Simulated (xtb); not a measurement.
Ta(S)(F)(OH)2 (FH2O2STa), SMILES [OH][Ta]([OH])([F])=[S], multiplicity 1. All values are semi-empirical tight-binding results from xtb (GFN2-xTB unless named), good for trends rather than for accurate numbers. Coordinates come from a GFN2-xTB optimisation. The spin state was assumed, not searched. The structure was generated by enumeration; whether it is a known compound was not checked. One conformer was computed; it need not be the lowest.

Optimised geometry:

```xyz
7

Ta    -0.2233    -0.0891     0.0000
S      2.0272     0.1160     0.0000
F     -0.7104     1.8004     0.0000
O     -0.5311    -0.6102    -1.7003
H     -0.6200    -0.8972    -2.6107
O     -0.5311    -0.6102     1.7003
H     -0.6200    -0.8972     2.6107
```

For metal compounds this method's bond lengths and energies can be far off.

Computed properties:
| Property | Result |
|---|---|
| point group as xtb finds it | Cs |
| orbital gap | 2.04 eV |
| zero-point energy | 16.3 kcal/mol |
| G − E(el) at 298.15 K (modified RRHO) | -5.3 kcal/mol |

Computed atomic charges and the Wiberg bond orders between heavy atoms:
charges (e) Ta1 1.16, S2 -0.31, F3 -0.39, O4 -0.57, H5 0.34, O6 -0.57, H7 0.34. Bond orders Ta1–S2 2.05, Ta1–F3 0.92, Ta1–O4 1.15, Ta1–O6 1.15.
